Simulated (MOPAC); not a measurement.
MOPAC input (PM6):

```
PM6 1SCF GEO-OK AUX(PRECISION=9) THREADS=1
AlCl

Al   -0.00000000 1   -0.00000000 1   -1.22411171 1
Cl    0.00000000 1    0.00000000 1    0.93608542 1
```

Q: What heat of formation does the run end on, and which ionisation energy by Koopmans theorem?

A: -24.59 kcal/mol; 10.11 eV.
